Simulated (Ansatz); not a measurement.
Reaction (ligand exchange at a B–O bond): `COB(O)Cl` + HCl → `OB(Cl)Cl` + CH₃OH

Calculated with Ansatz (gas phase, PBE0-D4/def2-TZVP geometries, no zero-point term in ΔE). CBS: def2 TZ/QZ extrapolation, frozen cores. DFT in def2-TZVPP. Each species was taken in one conformer, which may not be the lowest.

| level | ΔE (eV) |
| --- | --- |
| PBE-D4 | 0.46 |
| PBE0-D4 | 0.49 |
| SCS-MP2/def2-TZVPP | 0.55 |
| MP2/def2-QZVPP | 0.52 |

What does CCSD(T)/CBS give? (An estimate is asked.)

Computed: +0.55 eV. The listed levels differ from it by -0.09, -0.06, 0.00, -0.03 eV.

Largest T1 diagnostic among the species: 0.012.

In def2-TZVPP, CCSD(T) changes the Hartree–Fock value by −0.05 eV (the triples alone add −0.01 eV) and MP2 by −0.09 eV. From PBE to PBE0 (25 % exact exchange), in def2-TZVPP and without D4, ΔE moves by +0.03 eV.
